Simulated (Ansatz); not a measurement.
```yaml
atoms:
  - { symbol: Sc, position_ang: [0.0055, -0.0083, -0.0008] }
  - { symbol: F, position_ang: [1.8140, 0.0051, -0.0028] }
  - { symbol: F, position_ang: [-0.9034, 1.5841, -0.0019] }
  - { symbol: F, position_ang: [-0.9138, -1.5723, -0.0077] }
```

Basis set: cc-pVDZ (spherical functions). Left uncorrelated: 8 orbitals. Charge 0, multiplicity 1.

Computed with Ansatz (development build ahead of 0.2.0); each method stands on the lowest determinant of its kind that the runs found. Restricted open shells among the atoms or ions are ROHF, correlated in semicanonical orbitals with singles.

The atomization energy at this shape (free ground-state atoms in the same class of orbitals less the molecule, no zero-point energy) of singlet ScF3:

```csv
method,atomization energy
RHF-MP2,19.67 eV
```

(1) What does RHF give?

## Answers

(1) 14.36 eV.
